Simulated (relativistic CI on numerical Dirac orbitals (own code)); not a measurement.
A reference radial Dirac CI calculation of W²⁺ gave the lowest total energy -16126.59010 Ha in 66 SCF steps, from this input:

```
atom W  Z=74  charge=2  electrons=72
nucleus A=184  rms_radius_fm=5.3658
hamiltonian dirac-coulomb  breit=on  qed=on  c_scale=1
orbitals kli  potential=per-configuration
slater_scale 1
correlation none
mixing on
grid step=0.0125 r_max=86.5
scf mixing=0.4 start=green max_iterations=150 tolerance=2e-08 node_fill=0.05
configurations
  [Xe] 4f14 5d4
  [Xe] 4f14 5d3 6s
  [Xe] 4f14 5d2 6s2
  [Xe] 4f14 5d3 6p
  [Xe] 4f14 5d2 6s 6p
end
```

One setting was then changed, and the output read:

```
SCF 1: [Xe] 4f14 5d4
 iter      energy (Ha)   residual   last orbital (Ha)
    1    -16111.585846   3.60e+00     -2.58090
    2    -16153.257355   7.28e-01     -1.20413
    3    -16154.959771   2.56e-01     -0.91802
    4    -16155.255163   1.97e-01     -0.91987
    5    -16155.297140   6.72e-02     -0.87402
    6    -16155.315176   1.62e-02     -0.89994
    7    -16155.315583   1.25e-02     -0.89614
    8    -16155.313708   2.91e-03     -0.89210
    9    -16155.314106   4.09e-04     -0.89257
   10    -16155.314163   1.57e-05     -0.89266
   11    -16155.314165   1.03e-06     -0.89267
   12    -16155.314165   1.82e-08     -0.89267
SCF 2: [Xe] 4f14 5d3 6s
 iter      energy (Ha)   residual   last orbital (Ha)
    1    -16113.289555   3.56e+00     -1.49160
    2    -16153.241389   7.35e-01     -0.98841
    3    -16154.927056   2.54e-01     -0.86337
    4    -16155.217631   1.88e-01     -0.86005
    5    -16155.252196   6.34e-02     -0.83812
    6    -16155.264225   2.14e-02     -0.84311
    7    -16155.270496   9.97e-03     -0.84546
    8    -16155.268939   1.13e-03     -0.84388
    9    -16155.269036   5.33e-04     -0.84391
   10    -16155.269133   1.62e-05     -0.84393
   11    -16155.269131   3.70e-06     -0.84392
   12    -16155.269132   1.76e-07     -0.84392
   13    -16155.269132   1.62e-08     -0.84392
SCF 3: [Xe] 4f14 5d2 6s2
 iter      energy (Ha)   residual   last orbital (Ha)
    1    -16114.842732   3.47e+00     -1.49160
    2    -16153.113583   7.41e-01     -1.00714
    3    -16154.829456   2.51e-01     -0.88689
    4    -16155.106284   1.97e-01     -0.88497
    5    -16155.146091   5.97e-02     -0.86545
    6    -16155.163121   6.76e-03     -0.87316
    7    -16155.163573   7.94e-03     -0.87260
    8    -16155.162223   9.96e-04     -0.87135
    9    -16155.162442   1.60e-04     -0.87139
   10    -16155.162417   2.96e-05     -0.87139
   11    -16155.162413   4.66e-07     -0.87138
   12    -16155.162413   1.13e-07     -0.87138
   13    -16155.162413   1.57e-09     -0.87138
SCF 4: [Xe] 4f14 5d3 6p
 iter      energy (Ha)   residual   last orbital (Ha)
    1    -16113.299170   3.54e+00     -1.01039
    2    -16153.013773   7.34e-01     -0.69302
    3    -16154.705633   2.55e-01     -0.61801
    4    -16154.988160   1.94e-01     -0.61326
    5    -16155.028753   6.18e-02     -0.59990
    6    -16155.046180   1.25e-02     -0.60364
    7    -16155.046135   1.05e-02     -0.60320
    8    -16155.044678   7.94e-04     -0.60208
    9    -16155.044857   1.27e-04     -0.60206
   10    -16155.044842   4.16e-05     -0.60205
   11    -16155.044839   5.55e-07     -0.60204
   12    -16155.044839   4.77e-08     -0.60204
   13    -16155.044839   2.49e-09     -0.60204
SCF 5: [Xe] 4f14 5d2 6s 6p
 iter      energy (Ha)   residual   last orbital (Ha)
    1    -16114.873162   3.44e+00     -1.01039
    2    -16152.905444   7.40e-01     -0.71358
    3    -16154.625676   2.52e-01     -0.64812
    4    -16154.897027   1.96e-01     -0.65066
    5    -16154.938645   6.06e-02     -0.64036
    6    -16154.956515   1.07e-02     -0.64535
    7    -16154.956351   8.51e-03     -0.64500
    8    -16154.955051   8.08e-04     -0.64411
    9    -16154.955209   3.03e-05     -0.64413
   10    -16154.955205   5.85e-06     -0.64413
   11    -16154.955205   3.90e-07     -0.64413
   12    -16154.955205   2.86e-08     -0.64413
   13    -16154.955205   1.07e-09     -0.64413
orbital energies (Ha): 4d5/2 -9.3884  4f5/2 -2.0717  4f7/2 -1.9899  5s -3.6544  5p1/2 -2.6042  5p3/2 -2.2474  5d3/2 -0.9228  5d5/2 -0.8927
configuration averages (Ha): Dirac-Coulomb, Breit, QED
  5d4                         -16155.314165   17.178545   11.669899
  5d3 6s                      -16155.269132   17.179336   11.670943
  5d2 6s2                     -16155.162413   17.180145   11.672063
  5d3 6p                      -16155.044839   17.179330   11.670127
  5d2 6s 6p                   -16154.955205   17.180177   11.671260
levels: no., configuration, term, J, E (cm-1), weight
   1 5d4                    5D   0                0.0  0.77
   2 5d4                    5D   1             1470.7  0.89
   3 5d4                    5D   2             3224.7  0.96
   4 5d4                    5D   3             4913.1  0.95
   5 5d4                    5D   4             6485.3  0.89
   6 5d4                    3P   0             9518.9  0.56
   7 5d3 6s                 5F   1            10442.6  0.90
   8 5d3 6s                 5F   2            11798.1  0.92
   9 5d4                    3P   1            12181.7  0.62
  10 5d3 6s                 5F   3            13832.9  0.96
  11 5d4                    3F   2            14616.6  0.58
  12 5d4                    3H   4            15051.9  0.48
  13 5d4                    3F   3            15736.2  0.51
  14 5d4                    3P   2            16059.4  0.56
lowest total energy -16126.589331 Ha
end: converged
```

Which setting was changed?
A. SCF mixing
B. configuration list
C. charge
D. grid step

D. The grid step 0.04.
